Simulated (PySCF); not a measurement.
These 2 structures share the formula C4H8OSi2. Computed with PBE0-D3(BJ)/def2-SVP geometry optimisation, gas phase in PySCF. Energies are electronic, without zero-point or thermal terms, for one conformer each. No frequencies were run at this level. Point groups hold within 0.08 Å.

Question: Order them by energy at this level, lowest first, and give relative energies in kJ/mol.
A. `[CH:1]#[C:2][Si@H:3]1[CH2:4][CH2:5][SiH2:6][O:7]1` with C2–Si3–C4–C5 143°, Si3–C4–C5–Si6 -32°, C4–C5–Si6–O7 28°, C5–Si6–O7–Si3 -11°
B. `[OH:1][SiH:2]1[CH:3]=[CH:4][SiH2:5][CH:6]=[CH:7]1` with H–O1–Si2–C3 62°

Answer: A (0.0), B (34.1).

As drawn, the lower has a C≡C bond, which the higher lacks; the higher has an O–H bond and a C=C bond outside aromatic rings, which the lower lacks.

| SMILES | E (Eh) | E rel (kJ/mol) | dipole (D) | point group | A, B, C (MHz) |
| --- | --- | --- | --- | --- | --- |
| C#C[Si@H]1CC[SiH2]O1 | -810.61699 | 0.0 | 1.85 | C1 | 3714, 1180, 1026 |
| O[SiH]1C=C[SiH2]C=C1 | -810.60400 | 34.1 | 1.43 | Cs | 3141, 1370, 1044 |

How do the relative energies change in single points at PBE0/pcSseg-1 (no added dispersion term) on the same geometries?

| SMILES | PBE0-D3(BJ)/def2-SVP (kJ/mol) | PBE0/pcSseg-1 (kJ/mol) | shift |
| --- | --- | --- | --- |
| C#C[Si@H]1CC[SiH2]O1 | 0.0 | 0.0 | 0.0 |
| O[SiH]1C=C[SiH2]C=C1 | 34.1 | 38.4 | +4.3 |

Each column counts from its own lowest isomer. The order is unchanged; the largest shift is 4.3 kJ/mol.
